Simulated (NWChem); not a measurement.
The numbers come from NWChem runs, not from measurements. System: H$_{3}$Al, charge 0, spin multiplicity 1, at a geometry optimised with PBE/def2-SVP. The structure started from a generated list of species. Level: TD-PBE/6-31G* (spherical d).

Job file:

```
start mol
memory heap 200 mb stack 900 mb global 1100 mb
geometry units angstroms nocenter noautoz noautosym
  Al     0.000000     0.000000    -0.000001
  H      0.000000     0.000000     1.600821
  H      1.386349     0.000000    -0.800404
  H     -1.386349     0.000000    -0.800404
end
basis spherical
  * library 6-31g*
end
dft
  xc xpbe96 cpbe96
  semidirect memsize 60000000 filesize 0
  iterations 100
end
tddft
  rpa
  nroots 10
  notriplet
end
task tddft energy
```

NWChem printed:

```
             Northwest Computational Chemistry Package (NWChem) 7.3.0
             --------------------------------------------------------

                                NWChem Input Module
                                -------------------

 Scaling coordinates for geometry "geometry" by  1.889725989
 (inverse scale =  0.529177249)

                             Geometry "geometry" -> ""
                             -------------------------

 Output coordinates in angstroms (scale by  1.889725989 to convert to a.u.)

  No.       Tag          Charge          X              Y              Z
 ---- ---------------- ---------- -------------- -------------- --------------
    1 Al                  13.0000     0.00000000     0.00000000    -0.00000100
    2 H                    1.0000     0.00000000     0.00000000     1.60082100
    3 H                    1.0000     1.38634900     0.00000000    -0.80040400
    4 H                    1.0000    -1.38634900     0.00000000    -0.80040400

 Effective nuclear repulsion energy (a.u.)      13.4646686851

            Nuclear Dipole moment (a.u.)
            ----------------------------
        X                 Y               Z
 ---------------- ---------------- ----------------
     0.0000000000     0.0000000000     0.0000000000


 Summary of "ao basis" -> "" (spherical)
 ------------------------------------------------------------------------------
       Tag                 Description            Shells   Functions and Types
 ---------------- ------------------------------  ------  ---------------------
 *                           6-31g*                   on all atoms

  pbe96 is a nonlocal functional; adding pw91lda local functional.

                                 NWChem DFT Module
                                 -----------------

 Summary of "ao basis" -> "ao basis" (spherical)
 ------------------------------------------------------------------------------
       Tag                 Description            Shells   Functions and Types
 ---------------- ------------------------------  ------  ---------------------
 Al                          6-31g*                  8       18   4s3p1d
 H                           6-31g*                  2        2   2s

 Summary of "ao basis" -> "ao basis" (spherical)
 ------------------------------------------------------------------------------
       Tag                 Description            Shells   Functions and Types
 ---------------- ------------------------------  ------  ---------------------
 Al                          6-31g*                  8       18   4s3p1d
 H                           6-31g*                  2        2   2s

            General Information
            -------------------
          SCF calculation type: DFT
          Wavefunction type:  closed shell.
          No. of atoms     :     4
          No. of electrons :    16
           Alpha electrons :     8
            Beta electrons :     8
          Charge           :     0
          Spin multiplicity:     1
          Use of symmetry is: off; symmetry adaption is: off
          Maximum number of iterations: 100
          AO basis - number of functions:    24
                     number of shells:    14
          Convergence on energy requested:  1.00D-06
          Convergence on density requested:  1.00D-05
          Convergence on gradient requested:  5.00D-04

              XC Information
              --------------
          PerdewBurkeErnzerhof Exchange Functional  1.000
[...]
     Occ.    8  a   ---  Virt.   17  a   -0.07351 X
  ----------------------------------------------------------------------------
  Root   6 singlet a              0.318256321 a.u.                8.6602 eV
  ----------------------------------------------------------------------------
     Transition Moments    X -0.00001   Y  0.00000   Z -0.00000
     Transition Moments   XX  0.00000  XY  0.00000  XZ  0.00002
     Transition Moments   YY -0.00000  YZ -0.00000  ZZ -0.00000
     Dipole Oscillator Strength                    0.0000000000
     Electric Quadrupole                           0.0000000000
     Magnetic Dipole                               0.0000071735
     Total Oscillator Strength                     0.0000071736

          sigma_e =   2.5283 Angstrom
          sigma_h =   1.7255 Angstrom
         |d_h->e| =   0.0000 Angstrom
            d_exc =   2.8713 Angstrom
            d_CD1 =   0.8028 Angstrom
            d_CD2 =  -2.1269 Angstrom
            d_CD3 =   2.8713 Angstrom
     Pearson C.C. =   0.1290

     Occ.    7  a   ---  Virt.   11  a    0.70706 X
     Occ.    8  a   ---  Virt.   12  a   -0.70705 X
  ----------------------------------------------------------------------------
  Root   7 singlet a              0.331387498 a.u.                9.0175 eV
  ----------------------------------------------------------------------------
     Transition Moments    X  0.00000   Y  0.00000   Z  0.00001
     Transition Moments   XX -1.12102  XY -0.00000  XZ -0.00000
     Transition Moments   YY -1.35387  YZ -0.00000  ZZ -1.12070
     Dipole Oscillator Strength                    0.0000000000
     Electric Quadrupole                           0.0000000035
     Magnetic Dipole                               0.0000000000
     Total Oscillator Strength                     0.0000000035

          sigma_e =   2.5018 Angstrom
          sigma_h =   1.7158 Angstrom
         |d_h->e| =   0.0001 Angstrom
            d_exc =   3.3432 Angstrom
            d_CD1 =   0.7861 Angstrom
            d_CD2 =  -2.1087 Angstrom
            d_CD3 =   3.3434 Angstrom
     Pearson C.C. =  -0.2300

     Occ.    6  a   ---  Virt.   10  a   -0.20059 X
     Occ.    7  a   ---  Virt.   12  a    0.69245 X
     Occ.    8  a   ---  Virt.   11  a    0.69240 X
  ----------------------------------------------------------------------------
  Root   8 singlet a              0.363086799 a.u.                9.8801 eV
  ----------------------------------------------------------------------------
     Transition Moments    X  0.00229   Y -0.00000   Z -0.31916
     Transition Moments   XX  0.71916  XY  0.00000  XZ -0.00517
     Transition Moments   YY -0.00002  YZ  0.00000  ZZ -0.71915
     Dipole Oscillator Strength                    0.0246583111
     Electric Quadrupole                           0.0000001318
     Magnetic Dipole                               0.0000000000
     Total Oscillator Strength                     0.0246584429

          sigma_e =   2.5244 Angstrom
          sigma_h =   1.6404 Angstrom
         |d_h->e| =   0.1171 Angstrom
            d_exc =   2.9653 Angstrom
            d_CD1 =   1.0011 Angstrom
            d_CD2 =  -1.9653 Angstrom
            d_CD3 =   3.0824 Angstrom
     Pearson C.C. =   0.0343

     Occ.    6  a   ---  Virt.   14  a    0.05024 X
     Occ.    7  a   ---  Virt.   12  a   -0.20522 X
     Occ.    8  a   ---  Virt.   10  a    0.16790 X
     Occ.    8  a   ---  Virt.   11  a    0.20522 X
     Occ.    8  a   ---  Virt.   13  a    0.93975 X
  ----------------------------------------------------------------------------
  Root   9 singlet a              0.363086999 a.u.                9.8801 eV
  ----------------------------------------------------------------------------
     Transition Moments    X  0.31909   Y  0.00000   Z  0.00229
     Transition Moments   XX -0.00517  XY -0.00000  XZ -0.71916
     Transition Moments   YY  0.00000  YZ -0.00000  ZZ  0.00517
     Dipole Oscillator Strength                    0.0246471314
     Electric Quadrupole                           0.0000001318
     Magnetic Dipole                               0.0000000000
     Total Oscillator Strength                     0.0246472633

          sigma_e =   2.5244 Angstrom
          sigma_h =   1.6404 Angstrom
         |d_h->e| =   0.1170 Angstrom
            d_exc =   2.9653 Angstrom
            d_CD1 =   1.0010 Angstrom
            d_CD2 =  -1.9654 Angstrom
            d_CD3 =   3.0823 Angstrom
     Pearson C.C. =   0.0344

     Occ.    6  a   ---  Virt.   15  a   -0.05024 X
     Occ.    7  a   ---  Virt.   10  a   -0.16794 X
     Occ.    7  a   ---  Virt.   11  a    0.20524 X
     Occ.    7  a   ---  Virt.   13  a   -0.93973 X
     Occ.    8  a   ---  Virt.   12  a    0.20524 X
  ----------------------------------------------------------------------------
  Root  10 singlet a              0.377597291 a.u.               10.2749 eV
  ----------------------------------------------------------------------------
     Transition Moments    X -0.00208   Y -0.00000   Z  1.59794
     Transition Moments   XX  0.01081  XY  0.00000  XZ -0.00001
     Transition Moments   YY -0.00001  YZ -0.00000  ZZ -0.01081
     Dipole Oscillator Strength                    0.6427742113
     Electric Quadrupole                           0.0000000000
     Magnetic Dipole                               0.0000000000
     Total Oscillator Strength                     0.6427742113

          sigma_e =   2.4974 Angstrom
          sigma_h =   1.7158 Angstrom
         |d_h->e| =   0.2931 Angstrom
            d_exc =   3.0647 Angstrom
            d_CD1 =   1.0747 Angstrom
            d_CD2 =  -1.8135 Angstrom
            d_CD3 =   3.3579 Angstrom
     Pearson C.C. =  -0.0147

     Occ.    6  a   ---  Virt.   11  a   -0.18830 X
     Occ.    7  a   ---  Virt.   12  a   -0.45566 X
     Occ.    7  a   ---  Virt.   15  a    0.24007 X
     Occ.    8  a   ---  Virt.   10  a    0.57875 X
     Occ.    8  a   ---  Virt.   10  a   -0.06761 Y
     Occ.    8  a   ---  Virt.   11  a    0.45568 X
     Occ.    8  a   ---  Virt.   13  a   -0.31988 X
     Occ.    8  a   ---  Virt.   14  a   -0.24008 X

              Target root =      1
          Target symmetry = none
      Ground state energy =   -244.022156119232
        Excitation energy =      0.178810270355
     Excited state energy =   -243.843345848877

  stored tddft:energy   -243.84334584887665

 Task  times  cpu:        2.3s     wall:        2.3s

 Total times  cpu:        2.3s     wall:        2.3s
```
